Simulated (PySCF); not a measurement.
How methods differ on the excitation energy of Tl⁺

Tl⁺ [Xe] 4f14 5d10 6s2 (1S) → Tl⁺ [Xe] 4f14 5d10 6s1 6p1 (3P), as a difference of total energies. Calculation: PySCF 2.14, in x2c-TZVPPall; the spin-free X2C one-electron Hamiltonian (Gaussian nucleus). Correlated levels: valence: [Xe] 4f14 5d10 frozen. The calculations carry no spin-orbit coupling.

| method | excitation energy (eV) |
| --- | --- |
| UHF | 5.685 |
| MP2 (valence) | 6.160 |
| SCS-MP2 (valence) | 6.300 |
| CCSD (valence) | 6.324 |

**Question.** How much does correlation contribute at MP2 (valence)?

**Answer.** 6.160 − (5.685) = 0.475 eV, measured against UHF.

Errors of the correlated levels include the incompleteness of this basis and the frozen core.

The basis was made for the ground configuration and has no added diffuse functions, so the excitation energy can come out too high.

With two correlated electrons CCSD is exact in that space.

For comparison: 7.098 eV (measured; NIST levels, between the centres of gravity of the two terms).
